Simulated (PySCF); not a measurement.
## Orbital picture of TlSe

UHF at R = 2.718 Å; Tl def2-TZVPP with ECP60, Se def2-TZVPP; scalar-relativistic core potentials (PySCF 2.14). State: ²Π (doublet), unpaired electrons π ↑. Only the outer orbitals are listed, counted within each symmetry, core potentials removing the inner ones.

```tsv
spin	orbital	occ.	ε (eV)	on Tl (%)	main shells (%)
α	11σ	1	-13.27	75	75 Tl s, 22 Se p
α	6π	1	-10.54	3	97 Se p
α	6π	1	-8.91	5	95 Se p
α	12σ	1	-8.42	38	62 Se p, 19 Tl s, 18 Tl p
α	7π	0	0.36	100	100 Tl p
α	7π	0	0.52	99	98 Tl p
α	13σ	0	1.80	97	90 Tl p
β	10σ	1	-20.46	14	86 Se s
β	11σ	1	-13.11	77	76 Tl s, 18 Se p
β	6π	1	-8.35	6	94 Se p
β	12σ	1	-8.04	37	63 Se p, 22 Tl p, 15 Tl s
β	6π	0	-0.30	71	71 Tl p, 29 Se p
β	7π	0	0.52	97	97 Tl p
β	7π	0	1.56	34	66 Se p, 31 Tl p
```

**Question.** Which are the highest filled and the lowest empty level, where do they sit, and how wide is the gap?

**Answer.** Highest filled β 12σ at -8.04 eV (in %: 63 Se p, 22 Tl p, 15 Tl s); lowest empty β 6π at -0.30 eV (in %: 71 Tl p, 29 Se p); the gap at UHF is 7.74 eV.

```json
{
  "bond order (Mayer)": "0.83",
  "⟨S²⟩": "0.762",
  "charge on Tl (Mulliken, basis-dependent)": "0.50",
  "charge on Tl (Löwdin, basis-dependent)": "0.14",
  "dipole moment (positive dipole means Tl(−)Se(+))": "-4.10 D",
  "polarisability along the bond": "104.0 bohr³",
  "polarisability across the bond": "51.8 bohr³"
}
```

Spin–orbit coupling is left out, which matters for elements this heavy, above all for dissociation energies. The state is the lowest determinant that a PBE0 search found; another state may lie lower at other levels.
